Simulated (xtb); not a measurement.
C6H13O3 (SMILES COC[CH]OCCOC), doublet, geometry from GFN2-xTB; GFN1-xTB with GBSA(chcl3) (xtb).

xtb was given this input:
```
$ xtb mol.xyz --gfn 1 --uhf 1 --gbsa chcl3 --json

# file mol.xyz
22

C      3.36064233     1.13411996     0.15655927
O      2.62953146     0.11588340     0.78942330
C      2.22133277    -0.94172670    -0.09804301
C      1.25314828    -0.53894923    -1.14089440
O      0.00129196    -0.06426956    -0.88193957
C     -0.48688719    -0.17092261     0.43625535
C     -1.86297788     0.48259182     0.49499214
O     -2.83009356    -0.44972084     0.07609765
C     -4.12156186     0.09347466     0.00147380
H      4.26124644     0.73273269    -0.32464664
H      3.64877088     1.83563462     0.93738071
H      2.75890333     1.65451577    -0.59736372
H      3.10977918    -1.36258816    -0.58736420
H      1.80054811    -1.68820087     0.58400122
H      1.56855606    -0.28421466    -2.13716396
H      0.20109800     0.32322106     1.13334684
H     -0.59097708    -1.22575139     0.72067255
H     -1.87143081     1.36632226    -0.15998179
H     -2.07479961     0.80865985     1.52579531
H     -4.45427923     0.46529645     0.97939490
H     -4.16687391     0.91790725    -0.72102446
H     -4.77855904    -0.71020645    -0.32375694
```

Output, abridged:

```
   ID    Z sym.   atoms
    1    6 C      1, 3, 4, 6, 7, 9
    2    8 O      2, 5, 8
    3    1 H      10-22

           -------------------------------------------------
          |                Calculation Setup                |
           -------------------------------------------------

           -------------------------------------------------
          |                 G F N 1 - x T B                 |
           -------------------------------------------------

      * Solvation model:               GBSA
        Solvent                        chcl3
        Parameter file                 internal GFN1-xTB/GBSA
        Dielectric constant                7.0000E+00
        Reference state                gsolv [1 M gas/solution]
        Free energy shift                  3.5459E-03 Eh       2.2251E+00 kcal/mol
        Temperature                        2.9815E+02 K
        Density                            1.4900E+00 kg/L
        Solvent mass                       1.1938E+02 g/mol
        Interaction kernel             Still
        Born radius scaling (c1)           1.4929E+00
        Born radii integrator          GBOBC
        Born offset                        6.4057E-02 a0       1.2105E-01 AA
        H-bond correction              false
        Ion screening                  false
        Surface tension                    1.0000E-05 Eh       1.5569E+01 dyn/cm
        Grid points                               230 per atom

          ...................................................
          :                      SETUP                      :
          :.................................................:
          :  # basis functions                  62          :
          :  # atomic orbitals                  62          :
          :  # shells                           44          :
          :  # electrons                        55          :
          :  # halogen bonds                     0          :
          :  max. iterations                   250          :
          :  Hamiltonian                  GFN1-xTB          :
          :  restarted?                      false          :
          :  GBSA solvation                   true          :
          :  PC potential                    false          :
          :  electronic temp.          300.0000000     K    :
          :  accuracy                    1.0000000          :
          :  -> integral cutoff          0.2500000E+02      :
          :  -> integral neglect         0.1000000E-07      :
          :  -> SCF convergence          0.1000000E-05 Eh   :
          :  -> wf. convergence          0.2000000E-04 e    :
          :  Broyden damping             0.4000000          :
          :  net charge                          0          :
          :  unpaired electrons                  1          :
          ...................................................

 iter      E             dE          RMSdq      gap      omega  full diag
   1    -33.9193258 -0.339193E+02  0.741E+00    4.44       0.0  T
   2    -34.0131450 -0.938192E-01  0.445E+00    4.88       1.0  T
   3    -34.0142019 -0.105688E-02  0.970E-01    5.09       1.0  T
   4    -34.0162099 -0.200809E-02  0.598E-02    5.06       1.0  T
   5    -34.0162732 -0.632662E-04  0.101E-02    5.05       2.1  T
   6    -34.0162745 -0.126376E-05  0.132E-03    5.04      16.2  T
   7    -34.0162745 -0.194979E-07  0.330E-04    5.04      64.5  T
   8    -34.0162745 -0.851934E-09  0.483E-05    5.04     441.3  T
   9    -34.0162745 -0.120508E-10  0.171E-05    5.04    1250.0  T

   *** convergence criteria satisfied after 9 iterations ***

         :::::::::::::::::::::::::::::::::::::::::::::::::::::
         ::                     SUMMARY                     ::
         :::::::::::::::::::::::::::::::::::::::::::::::::::::
         :: total energy             -33.734032552246 Eh    ::
         :: total w/o Gsasa/hb       -33.728229585315 Eh    ::
         :: gradient norm              0.022039185255 Eh/a0 ::
         :: HOMO-LUMO gap              5.035940138125 eV    ::
         ::.................................................::
         :: SCC energy               -34.016274498061 Eh    ::
         :: -> electrostatic           0.120581246042 Eh    ::
         :: -> Gsolv                  -0.020873667204 Eh    ::
         ::    -> Gelec               -0.015070700273 Eh    ::
         ::    -> Gsasa               -0.009348843562 Eh    ::
         ::    -> Ghb                  0.000000000000 Eh    ::
         ::    -> Gshift               0.003545876630 Eh    ::
         :: repulsion energy           0.290109301451 Eh    ::
         :: dispersion energy         -0.007867355636 Eh    ::
         :: halogen bond corr.         0.000000000000 Eh    ::
         :: add. restraining           0.000000000000 Eh    ::
         :: total charge               0.000000000000 e     ::
         :::::::::::::::::::::::::::::::::::::::::::::::::::::

           -------------------------------------------------
          |                Property Printout                |
           -------------------------------------------------

    * Orbital Energies and Occupations

         #    Occupation            Energy/Eh            Energy/eV
      -------------------------------------------------------------
         1        2.0000           -0.8135005             -22.1365
       ...           ...                  ...                  ...
        16        2.0000           -0.5817734             -15.8309
        17        2.0000           -0.5627097             -15.3121
        18        2.0000           -0.5507595             -14.9869
        19        2.0000           -0.5228330             -14.2270
        20        2.0000           -0.5175923             -14.0844
        21        2.0000           -0.5073215             -13.8049
        22        2.0000           -0.5029793             -13.6868
        23        2.0000           -0.4958365             -13.4924
        24        2.0000           -0.4895556             -13.3215
        25        2.0000           -0.4842129             -13.1761
        26        2.0000           -0.4519785             -12.2990
        27        2.0000           -0.4480258             -12.1914
        28        1.0000           -0.3258710              -8.8674 (HOMO)
        29                         -0.1408036              -3.8315 (LUMO)
        30                         -0.1339471              -3.6449
        31                         -0.1228729              -3.3435
        32                         -0.1187078              -3.2302
        33                         -0.1125440              -3.0625
        34                         -0.0963785              -2.6226
        35                         -0.0889610              -2.4208
        36                         -0.0761385              -2.0718
        37                         -0.0706278              -1.9219
        38                         -0.0630833              -1.7166
        39                         -0.0625345              -1.7016
       ...                                ...                  ...
        62                          0.4253859              11.5753
      -------------------------------------------------------------
                  HL-Gap            0.1850674 Eh            5.0359 eV
             Fermi-level           -0.3101429 Eh           -8.4394 eV

  Mulliken/CM5 charges         n(s)   n(p)   n(d)
     1C     0.16846  0.04745   0.969  2.863  0.000
     2O    -0.49085 -0.59863   1.700  4.791  0.000
     3C     0.17259  0.09443   0.998  2.830  0.000
     4C     0.10984  0.07657   1.015  2.875  0.000
     5O    -0.41306 -0.50509   1.688  4.725  0.000
     6C     0.18772  0.11043   0.995  2.817  0.000
     7C     0.18971  0.11194   0.995  2.815  0.000
     8O    -0.48812 -0.59551   1.688  4.800  0.000
     9C     0.17059  0.04920   0.970  2.859  0.000
    10H     0.02148  0.08037   0.979  0.000  0.000
    11H     0.03616  0.09700   0.964  0.000  0.000
    12H     0.01790  0.07791   0.982  0.000  0.000
    13H     0.03001  0.09281   0.970  0.000  0.000
    14H     0.03892  0.10516   0.961  0.000  0.000
    15H     0.03429  0.09994   0.966  0.000  0.000
    16H     0.03905  0.10696   0.961  0.000  0.000
    17H     0.03860  0.10574   0.961  0.000  0.000
    18H     0.03005  0.09619   0.970  0.000  0.000
    19H     0.02417  0.08643   0.976  0.000  0.000
    20H     0.02272  0.08135   0.977  0.000  0.000
    21H     0.02258  0.08130   0.977  0.000  0.000
    22H     0.03719  0.09804   0.963  0.000  0.000

Wiberg/Mayer (AO) data.
largest (>0.10) Wiberg bond orders for each atom

 ---------------------------------------------------------------------------
     #   Z sym  total        # sym  WBO       # sym  WBO       # sym  WBO
 ---------------------------------------------------------------------------
     1   6 C    3.915 --    11 H    0.982    12 H    0.981    10 H    0.980
                             2 O    0.950
     2   8 O    2.000 --     1 C    0.950     3 C    0.906
     3   6 C    3.924 --     4 C    1.038    13 H    0.971    14 H    0.961
                             2 O    0.906
     4   6 C    3.289 --     5 O    1.156     3 C    1.038    15 H    0.973
     5   8 O    2.170 --     4 C    1.156     6 C    0.925
     6   6 C    3.905 --     7 C    0.995    16 H    0.967    17 H    0.966
                             5 O    0.925
     7   6 C    3.922 --     6 C    0.995    19 H    0.971    18 H    0.971
                             8 O    0.945
     8   8 O    1.993 --     7 C    0.945     9 C    0.944
     9   6 C    3.911 --    22 H    0.983    20 H    0.980    21 H    0.980
                             8 O    0.944
    10   1 H    1.008 --     1 C    0.980
    11   1 H    1.016 --     1 C    0.982
    12   1 H    1.015 --     1 C    0.981
    13   1 H    1.011 --     3 C    0.971
    14   1 H    1.020 --     3 C    0.961
    15   1 H    1.010 --     4 C    0.973
    16   1 H    1.017 --     6 C    0.967
    17   1 H    1.013 --     6 C    0.966
    18   1 H    1.013 --     7 C    0.971
    19   1 H    1.010 --     7 C    0.971
    20   1 H    1.008 --     9 C    0.980
    21   1 H    1.009 --     9 C    0.980
    22   1 H    1.016 --     9 C    0.983
 ---------------------------------------------------------------------------

Topologies differ in total number of bonds
Writing topology from bond orders to xtbtopo.mol

 dipole moment from electron density (au)
     X       Y       Z
   0.1316   0.6632   0.0968  total (Debye):    1.736

           -------------------------------------------------
          | TOTAL ENERGY              -33.734032552246 Eh   |
          | GRADIENT NORM               0.022039185255 Eh/α |
          | HOMO-LUMO GAP               5.035940138125 eV   |
           -------------------------------------------------

normal termination of xtb
```
